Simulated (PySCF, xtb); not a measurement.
AlH2, SMILES [AlH2+], charge +1.

GFN2-xTB (xtb 6.7.1) at its own geometry gives an orbital gap of 2.37 eV.

Geometry: ωB97X-D3(BJ)/def2-TZVPD. The spin state was assumed, not searched. The isomer is the one that the SMILES or the coordinates give; other isomers of the formula were not compared.

**Question.** What does PySCF with HF/def2-TZVPD give? (The exact figures need the calculation; the answer reports its results.)

**Answer.** gap 14.07 eV (levels -19.30 and -5.23 eV).
